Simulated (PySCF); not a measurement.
Species: C6H7O3S2 (charge -1).
SMILES with atom numbers: `[CH3:1][CH2:2][c:3]1[cH:4][cH:5][c:6]([S:7](=[O:8])(=[O:9])[O-:10])[s:11]1` (hydrogens: H12, H13, H14 on C1; H15, H16 on C2; H17 on C4; H18 on C5)

The same species was optimised twice, with GFN2-xTB and with PBE0-D3(BJ)/def2-SVP (PySCF), and the same property calculations (PySCF, gas phase) were run on both structures.

```json
{"coordinate": "C6–S11 (Å)", "GFN2-xTB": "1.705", "PBE0-D3(BJ)/def2-SVP": "1.721", "change": "+0.016"}
{"coordinate": "C5–C6 (Å)", "GFN2-xTB": "1.354", "PBE0-D3(BJ)/def2-SVP": "1.370", "change": "+0.016"}
{"coordinate": "C3–C4 (Å)", "GFN2-xTB": "1.362", "PBE0-D3(BJ)/def2-SVP": "1.376", "change": "+0.014"}
{"coordinate": "C3–S11 (Å)", "GFN2-xTB": "1.747", "PBE0-D3(BJ)/def2-SVP": "1.735", "change": "-0.012"}
{"coordinate": "C6–S7 (Å)", "GFN2-xTB": "1.801", "PBE0-D3(BJ)/def2-SVP": "1.811", "change": "+0.010"}
{"coordinate": "C4–C5 (Å)", "GFN2-xTB": "1.417", "PBE0-D3(BJ)/def2-SVP": "1.423", "change": "+0.006"}
{"coordinate": "C2–C3 (Å)", "GFN2-xTB": "1.494", "PBE0-D3(BJ)/def2-SVP": "1.497", "change": "+0.003"}
{"coordinate": "C1–C2 (Å)", "GFN2-xTB": "1.530", "PBE0-D3(BJ)/def2-SVP": "1.527", "change": "-0.003"}
{"coordinate": "S7–C6–S11 (°)", "GFN2-xTB": "112.5", "PBE0-D3(BJ)/def2-SVP": "119.7", "change": "+7.2"}
{"coordinate": "C5–C6–S7 (°)", "GFN2-xTB": "134.9", "PBE0-D3(BJ)/def2-SVP": "129.0", "change": "-5.9"}
{"coordinate": "C1–C2–C3 (°)", "GFN2-xTB": "111.1", "PBE0-D3(BJ)/def2-SVP": "113.8", "change": "+2.7"}
{"coordinate": "C3–S11–C6 (°)", "GFN2-xTB": "91.3", "PBE0-D3(BJ)/def2-SVP": "92.5", "change": "+1.2"}
{"coordinate": "C5–C6–S11 (°)", "GFN2-xTB": "112.5", "PBE0-D3(BJ)/def2-SVP": "111.3", "change": "-1.2"}
{"coordinate": "C3–C4–C5 (°)", "GFN2-xTB": "112.8", "PBE0-D3(BJ)/def2-SVP": "113.4", "change": "+0.6"}
{"coordinate": "C2–C3–S11 (°)", "GFN2-xTB": "121.2", "PBE0-D3(BJ)/def2-SVP": "121.7", "change": "+0.5"}
{"coordinate": "C4–C3–S11 (°)", "GFN2-xTB": "110.7", "PBE0-D3(BJ)/def2-SVP": "110.2", "change": "-0.5"}
{"coordinate": "C1–C2–C3–C4 (°)", "GFN2-xTB": "-97", "PBE0-D3(BJ)/def2-SVP": "-109", "change": "-12"}
{"coordinate": "C5–C6–S7–O8 (°)", "GFN2-xTB": "78", "PBE0-D3(BJ)/def2-SVP": "58", "change": "-20"}
```

Rotational constants: A = 2199, B = 495.5, C = 457.3 MHz (GFN2-xTB) against A = 2189, B = 479.6, C = 440.8 MHz (PBE0-D3(BJ)/def2-SVP). Point groups within 0.08 Å: C1 and C1. End groups have turned between the structures, so O8, O9, O10 are left out of the comparison, and properties of the atoms beside them can have changed by that turn, not by bond lengths.

On the GFN2-xTB structure: HOMO (eV) -2.41 [PBE0/pcSseg-1]; LUMO (eV) 2.98 [PBE0/pcSseg-1]; GIAO shielding of C1 (ppm) 163.0 [PBE0/pcSseg-1]; GIAO shielding of C2 (ppm) 157.6 [PBE0/pcSseg-1]; GIAO shielding of C3 (ppm) 35.6 [PBE0/pcSseg-1]; GIAO shielding of C4 (ppm) 61.0 [PBE0/pcSseg-1]; GIAO shielding of C5 (ppm) 67.5 [PBE0/pcSseg-1]; GIAO shielding of C6 (ppm) 11.2 [PBE0/pcSseg-1]; GIAO shielding of S7 (ppm) 200.1 [PBE0/pcSseg-1]; GIAO shielding of O8/O9/O10 (mean) (ppm) 94.5 [PBE0/pcSseg-1].

What do these properties become on the PBE0-D3(BJ)/def2-SVP structure?

| property | level | on GFN2-xTB | on PBE0-D3(BJ)/def2-SVP | change |
| --- | --- | --- | --- | --- |
| HOMO (eV) | PBE0/pcSseg-1 | -2.41 | -2.44 | -0.03 |
| LUMO (eV) | PBE0/pcSseg-1 | 2.98 | 2.86 | -0.12 |
| energy, GFN2-xTB geometry as zero (kcal/mol) | PBE0/pcSseg-1 | 0.0 | -3.4 | -3.4 |
| GIAO shielding of C1 (ppm) | PBE0/pcSseg-1 | 163.0 | 162.4 | -0.6 |
| GIAO shielding of C2 (ppm) | PBE0/pcSseg-1 | 157.6 | 156.3 | -1.3 |
| GIAO shielding of C3 (ppm) | PBE0/pcSseg-1 | 35.6 | 39.6 | +4.0 |
| GIAO shielding of C4 (ppm) | PBE0/pcSseg-1 | 61.0 | 57.1 | -3.9 |
| GIAO shielding of C5 (ppm) | PBE0/pcSseg-1 | 67.5 | 60.3 | -7.2 |
| GIAO shielding of C6 (ppm) | PBE0/pcSseg-1 | 11.2 | 7.0 | -4.2 |
| GIAO shielding of S7 (ppm) | PBE0/pcSseg-1 | 200.1 | 183.2 | -16.9 |
| GIAO shielding of O8/O9/O10 (mean) (ppm) | PBE0/pcSseg-1 | 94.5 | 80.7 | -13.8 |

The heavy atoms differ by 0.268 Å rms after alignment. Among the bonds compared C5–C6 and C6–S11 change most and about equally (+0.016 Å). Changes are differences of the printed values. Neither structure is proved a minimum here. Isolated species at its PBE0-D3(BJ)/def2-SVP geometry (one conformer only). The geometry's basis has no diffuse functions, a weakness for an anion.

Conformer computed: `[CH3:1][CH2:2][c:3]1[cH:4][cH:5][c:6]([S:7](=[O:8])(=[O:9])[O-:10])[s:11]1`: C1–C2–C3–C4 -109°, C5–C6–S7–O8 58°.
